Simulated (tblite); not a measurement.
Here is a computed GFN2-xTB geometry (Å):
```
atom  x, y, z in Å
C1     0.1487    2.8299    3.4832
C2     0.2218    2.0088    2.6106
C3     0.2989    1.0497    1.5776
C4    -0.5833    1.0346    0.5393
C5    -0.4643    0.0456   -0.4838
C6    -1.3264   -0.0405   -1.5826
C7    -1.1509   -1.0238   -2.5299
C8    -0.1115   -1.9422   -2.4044
C9     0.7544   -1.8805   -1.3323
C10    0.5810   -0.8893   -0.3704
O11    1.4476   -0.8591    0.6686
C12    1.3543    0.0658    1.6452
S13    2.4631    0.0016    2.8526
H14    0.0960    3.5417    4.2520
H15   -1.3762    1.7657    0.4795
H16   -2.1285    0.6769   -1.6716
H17   -1.8203   -1.0849   -3.3741
H18    0.0197   -2.7099   -3.1511
H19    1.5660   -2.5808   -1.2160
```

Charge 0, singlet.

**Question.** Read off the bonds between heavy atoms and their formal orders.

**Answer.** C1–C2 1.20 Å (triple); C2–C3 1.41 Å (single); C3–C4 1.36 Å (aromatic); C4–C5 1.43 Å (aromatic); C5–C6 1.40 Å (aromatic); C6–C7 1.38 Å (aromatic); C7–C8 1.39 Å (aromatic); C8–C9 1.38 Å (aromatic); C9–C10 1.39 Å (aromatic); C10–O11 1.35 Å (aromatic); O11–C12 1.35 Å (aromatic); C12–S13 1.64 Å (double); C3–C12 1.44 Å (aromatic); C5–C10 1.41 Å (aromatic). Bonds to hydrogen (Å): C1–H14 1.05; C4–H15 1.08; C6–H16 1.08; C7–H17 1.08; C8–H18 1.08; C9–H19 1.08. The orders are those of one drawing; other resonance forms can be drawn. The aromatic marks follow RDKit's electron count.

**Question.** Give the structure as a SMILES string.

**Answer.** `C#Cc1cc2ccccc2oc1=S`, C11H6OS. Among its features: alkyne and thiocarbonyl.

**Question.** What is the point group of this geometry?

**Answer.** Cs (every atom within 0.08 Å of its image).

**Question.** Which rings does it hold?

**Answer.** C3–C4–C5–C10–O11–C12 (6 members, 0.00 Å rms from planarity); C5–C6–C7–C8–C9–C10 (6 members, 0.00 Å rms from planarity).

**Question.** Classify the heavy atoms.

**Answer.** C1: terminal alkyne carbon; C2: alkyne carbon; C3: unsaturated ring carbon; C4: unsaturated ring CH carbon; C5: ring-fusion aromatic carbon; C6: aromatic CH carbon; C7: aromatic CH carbon; C8: aromatic CH carbon; C9: aromatic CH carbon; C10: ring-fusion aromatic carbon; O11: ring oxygen; C12: thiocarbonyl carbon; S13: thiocarbonyl sulfur.

**Question.** What is the arrangement about C8?

**Answer.** It has 3 neighbours (C7, C9, H18) and is planar (angles 120.6°, 119.8° and 119.6°, sum 360.0°, 0.00 Å off the plane of its three neighbours).

**Question.** What is the arrangement about C4?

**Answer.** It has 3 neighbours (C3, C5, H15) and is planar (angles 120.7°, 120.0° and 119.4°, sum 360.0°, 0.00 Å off the plane of its three neighbours).
